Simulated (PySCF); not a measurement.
Si(OSiH3)(F)3 (F3H3OSi2), SMILES F[Si](F)(F)O[SiH3].

Coordinates come from a B3LYP-D3(BJ)/def2-SVP optimisation. One conformer was computed; it need not be the lowest.

Two levels are set side by side: PBE/def2-TZVP (PySCF) and PBE0/def2-TZVP (PySCF). Same geometry, gas phase. Differences are taken from unrounded values.

```tsv
quantity	PBE0	PBE	PBE minus PBE0
orbital gap (eV)	9.25	6.88	-2.38
highest occupied level (eV)	-9.73	-8.25	1.48
lowest empty level (eV)	-0.48	-1.38	-0.90
dipole moment (D)	2.29	2.17	-0.12
mean polarisability (bohr³)	47.8	50.3	2.6
```

PBE's occupied levels lie high since its potential decays too fast outside the molecule; exact exchange lowers them and widens the gap. PBE's more diffuse valence density responds more strongly to a field. Differences between two approximate levels are no errors against the true value.

Rough cost on one machine, each run with all the roots and properties that it gave: PBE0 against PBE within a factor of 2.
